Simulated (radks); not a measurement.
Q: Numerical settings for the zirconium ion Zr+, [Kr] 4d2 5s1. All-electron calculation, scalar-relativistic Kohn-Sham, r2SCAN, spin-polarised, spherical densities, finite nucleus; open shells are filled with parallel spins first (spin-orbit coupling, left out, can overturn this in heavy ions); meta-GGA in the generalised Kohn-Sham scheme; Fermi nuclear charge, rms radius 4.2694 fm. Program: a radial shooting solver on a logarithmic mesh with Libxc functionals. The defaults (mesh step 0.008 in ln r, mesh end at 40 bohr or more with all orbitals vanishing there, Anderson mixing 0.5 over 9 steps, residual threshold near 1e-9 with the energy settled to 1e-9 hartree or 1e-11 of itself, here a cap of 65 iterations) give E = -3598.835 hartree and 4d at -10.645 eV in 12 iterations. Run on one thread of a shared host, so times are rough (Arm Neoverse N1): 0.24 s of CPU time, 0.24 s wall, 12 iterations on 2314 mesh points. One setting is changed at a time: mesh step in ln r 0.03; mesh step in ln r 0.012; mesh step in ln r 0.2; mesh end (bohr) 20; mesh end (bohr) 400; residual threshold 1e-05; residual threshold 0.1; mixing 0.05; linear mixing, mixing 0.8; linear mixing, mixing 0.05; mixing history 2; iteration cap 5. Which runs fail to converge, and which converge to a wrong energy?

A: Not converged within the cap: mesh step in ln r 0.2; linear mixing, mixing 0.8; linear mixing, mixing 0.05; iteration cap 5. No run marked as converged misses the energy by more than 1 mhartree.
